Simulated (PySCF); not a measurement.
H6O7Si2, triplet, at the geometry of the source list (a higher spin typed on purpose: for a closed-shell molecule this is an excited state) (core potentials on Si); PySCF with DF-B3LYP/LANL2DZ.

PySCF was given this input:
```python
from pyscf import gto, scf, dft

mol = gto.M(
    atom='''
O     2.808100    0.416000    0.647600
Si    1.463100   -0.424400    0.326900
O     1.660500   -1.346300   -0.986800
O     1.130800   -1.366900    1.598400
O     0.274900    0.665700    0.048100
Si   -1.296400    0.507700   -0.287700
O    -1.741800    1.818200   -1.141000
O    -1.488100   -0.893400   -1.092300
O    -2.244100    0.431200    1.023400
H     3.161800    0.981300   -0.030600
H     0.876400   -1.760700   -1.340100
H     1.171700   -0.994500    2.474200
H    -1.173800    2.118400   -1.844100
H    -2.330500   -1.333000   -1.006200
H    -2.272800    1.180800    1.610100
''',
    basis='lanl2dz',
    ecp={'Si': 'lanl2dz'},
    charge=0,
    spin=2,
    verbose=4,
)

mf = dft.UKS(mol)
mf.xc = 'b3lyp'
mf = mf.density_fit(auxbasis='def2-universal-jkfit')
mf.kernel()
mf.analyze()
```

What the program printed (banner, timings and long lists left out):

```
PySCF version 2.14.0

[INPUT] verbose = 4
[INPUT] num. atoms = 15
[INPUT] num. electrons = 70
[INPUT] charge = 0
[INPUT] spin (= nelec alpha-beta = 2S) = 2
[INPUT] symmetry False subgroup None
[INPUT] Mole.unit = angstrom
[INPUT] Symbol           X                Y                Z      unit          X                Y                Z       unit  Magmom
[...]
nuclear repulsion = 415.341526104636
number of shells = 55
number of NR pGTOs = 223
number of NR cGTOs = 91
basis = lanl2dz
ecp = {'Si': 'lanl2dz'}

******** <class 'pyscf.df.df_jk.DFUKS'> ********
method = DFUKS
initial guess = minao
damping factor = 0
level_shift factor = 0
DIIS = <class 'pyscf.scf.diis.CDIIS'>
diis_start_cycle = 1
diis_space = 8
diis_damp = 0
SCF conv_tol = 1e-09
SCF conv_tol_grad = None
SCF max_cycles = 50
direct_scf = False
number electrons alpha = 36  beta = 34
XC library pyscf.dft.libxc version 7.1.2
    S. Lehtola, C. Steigemann, M. J. T. Oliveira, and M. A. L. Marques,  SoftwareX 7, 1–5 (2018)
XC functionals = b3lyp
    P. J. Stephens, F. J. Devlin, C. F. Chabalowski, and M. J. Frisch,  J. Phys. Chem. 98, 11623 (1994)
radial grids:
    Treutler-Ahlrichs [JCP 102, 346 (1995); DOI:10.1063/1.469408] (M4) radial grids

becke partition: Becke, JCP 88, 2547 (1988); DOI:10.1063/1.454033
pruning grids: <function nwchem_prune>
grids dens level: 3
symmetrized grids: False
atomic radii adjust function: <function treutler_atomic_radii_adjust>
small_rho_cutoff = 0
Set gradient conv threshold to 3.16228e-05
tot grids = 195784
******** <class 'pyscf.df.df.DF'> ********
auxbasis = def2-universal-jkfit
init E= -536.094503203982

cycle= 1 E= -537.163280775502  delta_E= -1.07  |g|= 1.23  |ddm|= 4.05

cycle= 2 E= -535.861070851712  delta_E=  1.3  |g|= 2.17  |ddm|= 3.77

cycle= 3 E= -537.733545662219  delta_E= -1.87  |g|= 0.588  |ddm|= 2.84

cycle= 4 E= -537.758065970049  delta_E= -0.0245  |g|= 0.495  |ddm|= 1.75

cycle= 5 E= -537.800233427763  delta_E= -0.0422  |g|= 0.406  |ddm|= 1.57

cycle= 6 E= -537.882000829659  delta_E= -0.0818  |g|= 0.192  |ddm|= 0.73

cycle= 7 E= -537.895345880868  delta_E= -0.0133  |g|= 0.115  |ddm|= 0.37

cycle= 8 E= -537.903565712019  delta_E= -0.00822  |g|= 0.0262  |ddm|= 0.318

cycle= 9 E= -537.903687948735  delta_E= -0.000122  |g|= 0.028  |ddm|= 0.0737

cycle= 10 E= -537.904048667444  delta_E= -0.000361  |g|= 0.00592  |ddm|= 0.0565

cycle= 11 E= -537.904087104101  delta_E= -3.84e-05  |g|= 0.00653  |ddm|= 0.0276

cycle= 12 E= -537.90411075908  delta_E= -2.37e-05  |g|= 0.0047  |ddm|= 0.0209

cycle= 13 E= -537.904130887172  delta_E= -2.01e-05  |g|= 0.00406  |ddm|= 0.023

cycle= 14 E= -537.904141075156  delta_E= -1.02e-05  |g|= 0.00266  |ddm|= 0.0126

cycle= 15 E= -537.904145012854  delta_E= -3.94e-06  |g|= 0.00343  |ddm|= 0.0147

cycle= 16 E= -537.904151364126  delta_E= -6.35e-06  |g|= 0.00267  |ddm|= 0.0106

cycle= 17 E= -537.904159866948  delta_E= -8.5e-06  |g|= 0.00331  |ddm|= 0.0301

cycle= 18 E= -537.90415799181  delta_E= 1.88e-06  |g|= 0.00338  |ddm|= 0.00517

cycle= 19 E= -537.904154052562  delta_E= 3.94e-06  |g|= 0.00301  |ddm|= 0.016

cycle= 20 E= -537.904157650964  delta_E= -3.6e-06  |g|= 0.00317  |ddm|= 0.0124

cycle= 21 E= -537.90415005599  delta_E= 7.59e-06  |g|= 0.00312  |ddm|= 0.0238

cycle= 22 E= -537.904143065096  delta_E= 6.99e-06  |g|= 0.00334  |ddm|= 0.0232

cycle= 23 E= -537.904157247934  delta_E= -1.42e-05  |g|= 0.00287  |ddm|= 0.0468

cycle= 24 E= -537.904167029972  delta_E= -9.78e-06  |g|= 0.00332  |ddm|= 0.0346

cycle= 25 E= -537.904181201799  delta_E= -1.42e-05  |g|= 0.0031  |ddm|= 0.047

cycle= 26 E= -537.904221446303  delta_E= -4.02e-05  |g|= 0.00321  |ddm|= 0.162

cycle= 27 E= -537.904219767421  delta_E= 1.68e-06  |g|= 0.00225  |ddm|= 0.0202

cycle= 28 E= -537.904234740097  delta_E= -1.5e-05  |g|= 0.00234  |ddm|= 0.0729

cycle= 29 E= -537.904250525739  delta_E= -1.58e-05  |g|= 0.00155  |ddm|= 0.0888

cycle= 30 E= -537.904261634405  delta_E= -1.11e-05  |g|= 0.00161  |ddm|= 0.137

cycle= 31 E= -537.904261827892  delta_E= -1.93e-07  |g|= 0.000455  |ddm|= 0.0349

cycle= 32 E= -537.904259239698  delta_E= 2.59e-06  |g|= 0.000873  |ddm|= 0.0389

cycle= 33 E= -537.904262971595  delta_E= -3.73e-06  |g|= 0.000401  |ddm|= 0.0463

cycle= 34 E= -537.904265157141  delta_E= -2.19e-06  |g|= 0.000325  |ddm|= 0.0582

cycle= 35 E= -537.904264104137  delta_E= 1.05e-06  |g|= 0.000364  |ddm|= 0.0368

cycle= 36 E= -537.904265129377  delta_E= -1.03e-06  |g|= 0.000392  |ddm|= 0.0444

cycle= 37 E= -537.904265272221  delta_E= -1.43e-07  |g|= 0.000288  |ddm|= 0.00628

cycle= 38 E= -537.904265342496  delta_E= -7.03e-08  |g|= 0.000295  |ddm|= 0.00582

cycle= 39 E= -537.90426540496  delta_E= -6.25e-08  |g|= 0.000222  |ddm|= 0.00452

cycle= 40 E= -537.90426549153  delta_E= -8.66e-08  |g|= 0.00015  |ddm|= 0.00339

cycle= 41 E= -537.904265540515  delta_E= -4.9e-08  |g|= 0.000105  |ddm|= 0.00458

cycle= 42 E= -537.90426549781  delta_E= 4.27e-08  |g|= 0.000116  |ddm|= 0.00943

cycle= 43 E= -537.904265521426  delta_E= -2.36e-08  |g|= 8.15e-05  |ddm|= 0.0019

cycle= 44 E= -537.904265539436  delta_E= -1.8e-08  |g|= 4.56e-05  |ddm|= 0.00249

cycle= 45 E= -537.904265550208  delta_E= -1.08e-08  |g|= 2.7e-05  |ddm|= 0.00263

cycle= 46 E= -537.904265552775  delta_E= -2.57e-09  |g|= 1.05e-05  |ddm|= 0.00123

cycle= 47 E= -537.90426555355  delta_E= -7.76e-10  |g|= 6.58e-06  |ddm|= 0.000604

Extra cycle  E= -537.904265553026  delta_E= 5.25e-10  |g|= 3.15e-05  |ddm|= 8.46e-05
converged SCF energy = -537.904265553026  <S^2> = 2.0045172  2S+1 = 3.00301
**** SCF Summaries ****
Total Energy =                        -537.904265553025539
Nuclear Repulsion Energy =             415.341526104636273
One-electron Energy =                -1566.335127644381373
Two-electron Energy =                  613.089335986719561
Two-electron Coulomb Energy =          678.260736793024080
DFT Exchange-Correlation Energy =      -65.171400806304575
**** MO energy ****
                             alpha | beta                alpha | beta
[...]
spin_pop of  0 O 1s        0.00000
spin_pop of  0 O 2s        0.00503
spin_pop of  0 O 3s        0.00002
spin_pop of  0 O 2px       0.00512
spin_pop of  0 O 2py      -0.00054
spin_pop of  0 O 2pz       0.00322
spin_pop of  0 O 3px       0.00019
spin_pop of  0 O 3py       0.00021
spin_pop of  0 O 3pz       0.00039
spin_pop of  1 Si 3s        0.05686
spin_pop of  1 Si 4s        0.02589
spin_pop of  1 Si 3px       0.00344
spin_pop of  1 Si 3py      -0.00245
spin_pop of  1 Si 3pz      -0.00675
spin_pop of  1 Si 4px       0.00859
spin_pop of  1 Si 4py       0.00033
spin_pop of  1 Si 4pz      -0.00019
spin_pop of  2 O 1s       -0.00000
spin_pop of  2 O 2s        0.01502
spin_pop of  2 O 3s        0.00006
spin_pop of  2 O 2px       0.03473
spin_pop of  2 O 2py       0.13074
spin_pop of  2 O 2pz       0.02264
spin_pop of  2 O 3px       0.00001
spin_pop of  2 O 3py       0.00010
spin_pop of  2 O 3pz      -0.00037
spin_pop of  3 O 1s        0.00000
spin_pop of  3 O 2s        0.01103
spin_pop of  3 O 3s       -0.00003
spin_pop of  3 O 2px       0.04111
spin_pop of  3 O 2py       0.02701
spin_pop of  3 O 2pz      -0.00074
spin_pop of  3 O 3px       0.00023
spin_pop of  3 O 3py      -0.00022
spin_pop of  3 O 3pz       0.00151
spin_pop of  4 O 1s        0.00000
spin_pop of  4 O 2s        0.02357
spin_pop of  4 O 3s        0.00217
spin_pop of  4 O 2px       0.00986
spin_pop of  4 O 2py       0.02537
spin_pop of  4 O 2pz       0.14853
spin_pop of  4 O 3px      -0.00009
spin_pop of  4 O 3py       0.00031
spin_pop of  4 O 3pz      -0.00179
spin_pop of  5 Si 3s        0.15184
spin_pop of  5 Si 4s        0.05763
spin_pop of  5 Si 3px      -0.00375
spin_pop of  5 Si 3py      -0.00566
spin_pop of  5 Si 3pz      -0.01339
spin_pop of  5 Si 4px       0.00011
spin_pop of  5 Si 4py      -0.00033
spin_pop of  5 Si 4pz      -0.00113
spin_pop of  6 O 1s        0.00000
spin_pop of  6 O 2s        0.03158
spin_pop of  6 O 3s       -0.00002
spin_pop of  6 O 2px       0.01569
spin_pop of  6 O 2py       0.15136
spin_pop of  6 O 2pz       0.07495
spin_pop of  6 O 3px       0.00116
spin_pop of  6 O 3py      -0.00021
spin_pop of  6 O 3pz       0.00079
spin_pop of  7 O 1s        0.00000
spin_pop of  7 O 2s        0.04618
spin_pop of  7 O 3s        0.00005
spin_pop of  7 O 2px       0.06041
spin_pop of  7 O 2py       0.09455
spin_pop of  7 O 2pz       0.12342
spin_pop of  7 O 3px       0.00583
spin_pop of  7 O 3py       0.00030
spin_pop of  7 O 3pz      -0.00112
spin_pop of  8 O 1s        0.00000
spin_pop of  8 O 2s        0.02903
spin_pop of  8 O 3s        0.00004
spin_pop of  8 O 2px       0.11343
spin_pop of  8 O 2py       0.03094
spin_pop of  8 O 2pz       0.02544
spin_pop of  8 O 3px      -0.00084
spin_pop of  8 O 3py       0.00236
spin_pop of  8 O 3pz       0.00099
spin_pop of  9 H 1s        0.01343
spin_pop of  9 H 2s        0.00436
spin_pop of  10 H 1s        0.03758
spin_pop of  10 H 2s        0.01270
spin_pop of  11 H 1s        0.02254
spin_pop of  11 H 2s        0.00630
spin_pop of  12 H 1s        0.07090
spin_pop of  12 H 2s        0.02070
spin_pop of  13 H 1s        0.11287
spin_pop of  13 H 2s        0.02617
spin_pop of  14 H 1s        0.07235
spin_pop of  14 H 2s        0.01828
In total            36.00000 | 34.00000
Dipole moment(X, Y, Z, Debye): -0.85741,  1.90633, -0.47481
```
